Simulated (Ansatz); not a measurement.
`C[SiH2][SiH](N)O` + HCl → `N[SiH](O)Cl` + `C[SiH3]`  (cleavage of the Si–Si bond)

Isolated molecules relaxed with PBE0-D4/def2-TZVP in Ansatz; ΔE leaves out vibrations. CCSD(T)/CBS adds triple-zeta CCSD(T) − MP2 to the extrapolated MP2 energy (def2 sets, frozen cores). This one scheme is used for every species. DFT in def2-TZVPP. B3LYP here is the variant with VWN-RPA as its local correlation; programs differ in this. One conformer a species, not always the lowest.

```json
{"level": "PBE-D4", "ΔE (kcal/mol)": "-26.2", "difference from CCSD(T)/CBS": "3.9"}
{"level": "r2SCAN-D4", "ΔE (kcal/mol)": "-30.3", "difference from CCSD(T)/CBS": "-0.2"}
{"level": "PBE0-D4", "ΔE (kcal/mol)": "-27.9", "difference from CCSD(T)/CBS": "2.2"}
{"level": "B3LYP-D4", "ΔE (kcal/mol)": "-29.4", "difference from CCSD(T)/CBS": "0.7"}
{"level": "ωB97X-V", "ΔE (kcal/mol)": "-29.9", "difference from CCSD(T)/CBS": "0.2"}
{"level": "ωB97M-V", "ΔE (kcal/mol)": "-31.5", "difference from CCSD(T)/CBS": "-1.4"}
{"level": "B2PLYP", "ΔE (kcal/mol)": "-31.2", "difference from CCSD(T)/CBS": "-1.1"}
{"level": "PBE", "ΔE (kcal/mol)": "-27.0", "difference from CCSD(T)/CBS": "3.1"}
{"level": "r2SCAN", "ΔE (kcal/mol)": "-30.7", "difference from CCSD(T)/CBS": "-0.6"}
{"level": "PBE0", "ΔE (kcal/mol)": "-28.7", "difference from CCSD(T)/CBS": "1.4"}
{"level": "B3LYP", "ΔE (kcal/mol)": "-30.6", "difference from CCSD(T)/CBS": "-0.5"}
{"level": "HF/def2-TZVPP", "ΔE (kcal/mol)": "-35.3", "difference from CCSD(T)/CBS": "-5.2"}
{"level": "MP2/def2-TZVPP", "ΔE (kcal/mol)": "-31.8", "difference from CCSD(T)/CBS": "-1.7"}
{"level": "SCS-MP2/def2-TZVPP", "ΔE (kcal/mol)": "-31.9", "difference from CCSD(T)/CBS": "-1.8"}
{"level": "CCSD/def2-TZVPP", "ΔE (kcal/mol)": "-30.2", "difference from CCSD(T)/CBS": "-0.1"}
{"level": "CCSD(T)/def2-TZVPP", "ΔE (kcal/mol)": "-29.6", "difference from CCSD(T)/CBS": "0.5"}
{"level": "HF/def2-QZVPP", "ΔE (kcal/mol)": "-35.4", "difference from CCSD(T)/CBS": "-5.3"}
{"level": "MP2/def2-QZVPP", "ΔE (kcal/mol)": "-32.1", "difference from CCSD(T)/CBS": "-2.0"}
{"level": "SCS-MP2/def2-QZVPP", "ΔE (kcal/mol)": "-32.2", "difference from CCSD(T)/CBS": "-2.1"}
{"level": "HF/CBS(def2)", "ΔE (kcal/mol)": "-35.5", "difference from CCSD(T)/CBS": "-5.4"}
{"level": "MP2/CBS(def2)", "ΔE (kcal/mol)": "-32.3", "difference from CCSD(T)/CBS": "-2.2"}
{"level": "CCSD/CBS(def2)", "ΔE (kcal/mol)": "-30.7", "difference from CCSD(T)/CBS": "-0.6"}
{"level": "CCSD(T)/CBS", "ΔE (kcal/mol)": "-30.1", "difference from CCSD(T)/CBS": "0"}
```

Largest T1 diagnostic among the species: 0.011.

In def2-TZVPP, CCSD(T) changes the Hartree–Fock value by +5.7 kcal/mol (the triples alone add +0.6 kcal/mol) and MP2 by +3.5 kcal/mol. The D4 term adds +1.2 kcal/mol with B3LYP and +0.8 kcal/mol with PBE0; it sums over pairs of atoms, weighted by their polarisabilities, and B3LYP, whose exchange is more repulsive, gets the larger term. From PBE to PBE0 (25 % exact exchange), in def2-TZVPP and without D4, ΔE moves by −1.7 kcal/mol.
